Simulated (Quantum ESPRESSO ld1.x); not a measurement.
Values are calculated unless marked as measured or tabulated.
All-electron atom: the hafnium ion Hf4+ in [Xe] 4f13 6p1 (not the ground configuration). Code: ld1.x of Quantum ESPRESSO 7.5. Model: Dirac Kohn-Sham, RPBE, spin-unpolarised, spherical densities, point nucleus; open shells fill j = l - 1/2 first.

Radial electron density D(r) = 4 pi r^2 rho(r):

```
   r/bohr * D(r) (the largest magnitude, 130, reaches the edge; | marks zero)
 0.001988 |       *
 0.002314 |         *
 0.002694 |           *
 0.003136 |              *
 0.003622 |                 *
 0.004217 |                    *
 0.004909 |                        *
 0.005715 |                            *
   0.0066 |                                *
 0.007684 |                                   *
 0.008945 |                                      *
  0.01041 |                                         *
  0.01203 |                                          *
    0.014 |                                          *
   0.0163 |                                         *
  0.01897 |                                       *
  0.02209 |                                      *
  0.02551 |                                     *
   0.0297 |                                      *
  0.03457 |                                         *
  0.04025 |                                              *
  0.04648 |                                                   *
  0.05411 |                                                      *
    0.063 |                                                      *
  0.07334 |                                                   *
   0.0847 |                                              *
   0.0986 |                                          *
   0.1148 |                                          *
   0.1336 |                                              *
   0.1543 |                                                 *
   0.1797 |                                                *
   0.2092 |                                         *
   0.2435 |                               *
   0.2812 |                         *
   0.3274 |                        *
   0.3811 |                           *
   0.4437 |                             *
   0.5165 |                          *
   0.5965 |                    *
   0.6944 |              *
   0.8084 |         *
   0.9411 |       *
    1.087 |     *
    1.265 |   *
    1.473 |  *
    1.715 | *
     1.98 |*
    2.306 *
    2.684 *
    3.125 *
    3.609 *
    4.201 *
    4.891 *
    5.694 *
    6.575 *
    7.655 *
```

D(r) has 4 maxima, at r = 0.0130, 0.0586, 0.162, 0.437 bohr, and minima at 0.0253, 0.106, 0.307 bohr, inside which lie 2.02, 11.16, 29.73 electrons.
